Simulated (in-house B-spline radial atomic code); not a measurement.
The scandium ion Sc⁺ is squeezed into an impenetrable sphere of radius R (the orbitals vanish at R). Method: scalar-relativistic (X2C) Hartree-Fock, spin-polarised, averaged over the determinants with the given up and down occupations, Fermi nucleus of rms radius 3.5459 fm. Calculated with a radial B-spline atomic code at the basis-set limit.

Energies in eV above the free ion in [Ar] 3d1 4s1:

```json
{"R (bohr)": "8.42", "highest level (eV)": "-12.3", "[Ar] 3d1 4s1": "0.03659", "[Ar] 3d1 4d1": "8.13", "[Ne] 3s2 3p5 3d2 4s1": "29.1"}
{"R (bohr)": "5.68", "highest level (eV)": "-11.3", "[Ar] 3d1 4s1": "1.069", "[Ar] 3d1 4d1": "13.36", "[Ne] 3s2 3p5 3d2 4s1": "30.05"}
{"R (bohr)": "4.88", "highest level (eV)": "-9.72", "[Ar] 3d1 4s1": "2.723", "[Ar] 3d1 4d1": "17.99", "[Ne] 3s2 3p5 3d2 4s1": "31.63"}
{"R (bohr)": "3.99", "highest level (eV)": "-4.93", "[Ar] 3d1 4s1": "7.969", "[Ar] 3d1 4d1": "30.02", "[Ne] 3s2 3p5 3d2 4s1": "36.87"}
{"R (bohr)": "3.6", "highest level (eV)": "-0.393", "[Ar] 3d1 4s1": "13.19", "[Ar] 3d1 4d1": "38.24", "[Ne] 3s2 3p5 3d2 4s1": "42.22"}
{"R (bohr)": "3.22", "highest level (eV)": "7.14", "[Ar] 3d1 4s1": "22.4", "[Ar] 3d1 4d1": "50.69", "[Ne] 3s2 3p5 3d2 4s1": "51.74"}
{"R (bohr)": "2.62", "highest level (eV)": "32.9", "[Ar] 3d1 4s1": "58.43", "[Ar] 3d1 4d1": "91.26", "[Ne] 3s2 3p5 3d2 4s1": "88.99"}
{"R (bohr)": "2.4", "highest level (eV)": "50.9", "[Ar] 3d1 4s1": "87.38", "[Ar] 3d1 4d1": "120.8", "[Ne] 3s2 3p5 3d2 4s1": "118.7"}
{"R (bohr)": "1.98", "highest level (eV)": "114", "[Ar] 3d1 4s1": "206.6", "[Ar] 3d1 4d1": "235.3", "[Ne] 3s2 3p5 3d2 4s1": "239.7"}
{"R (bohr)": "1.24", "highest level (eV)": "545", "[Ar] 3d1 4s1": "1355", "[Ar] 3d1 4d1": "1284", "[Ne] 3s2 3p5 3d2 4s1": "1374"}
```

**Question.** Does [Ar] 3d1 4d1 fall below [Ar] 3d1 4s1 under compression?

**Answer.** Yes, between R = 1.98 and 1.24 bohr the order changes (near 1.77 bohr by linear interpolation).

**Question.** Does [Ne] 3s2 3p5 3d2 4s1 fall below [Ar] 3d1 4s1 under compression?

**Answer.** No, it stays above over the whole range.

The highest level is first positive in the row R = 3.22 bohr, pushed up by confinement above the zero of the free ion's potential. Each configuration is held fixed and needn't be the lowest in the sphere.
